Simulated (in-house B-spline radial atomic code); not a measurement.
## Ionising F with different functionals

Computed with an all-electron radial atomic-structure program (B-spline basis): non-relativistic Hamiltonian, point nucleus, spin-polarised at highest spin, spherical fractional occupations for the functionals, the average over the highest-spin determinants for Hartree-Fock. The ionisation energy is the difference of two self-consistent energies, [He] 2s2 2p5 → [He] 2s2 2p4, without Breit or QED terms; ε is the level of the shell that loses the electron (its least bound occupied spin orbital).

Hybrids are left out here: with spherical fractional occupations of an open shell their exact exchange keeps a self-interaction that integer-occupation calculations don't have.

```
           method          rung  ΔSCF (eV)  -ε(2p) (eV)
     Hartree-Fock  Hartree-Fock      15.66        18.33
         LDA VWN5           LDA      18.06        10.45
         LDA PW92           LDA      18.06        10.45
LDA exchange-only           LDA      16.26         8.87
              PBE           GGA      17.85        10.24
           PBEsol           GGA      17.75        10.17
             BLYP           GGA      17.86        10.24
             RPBE           GGA      17.76        10.17
             PW91           GGA      17.95        10.33
             BP86           GGA      17.97        10.35
             AM05           GGA      17.72        10.14
             OLYP           GGA      17.62        10.07
             TPSS      meta-GGA      17.79        10.24
             SCAN      meta-GGA      17.76        10.36
           r2SCAN      meta-GGA      17.76        10.37
            M06-L      meta-GGA      17.56        10.13
          revTPSS      meta-GGA      17.71        10.18
```

Q: How do they compare with the NIST value?

A: NIST lists 17.423 eV (measured, ground level to ground level). Errors run from -1.77 to +0.64 eV; M06-L is closest (+0.14 eV), but part of that can be cancellation, since the calculations leave out relativity, Breit-QED terms, multiplet and fine-structure energies. Hartree-Fock also lacks correlation.
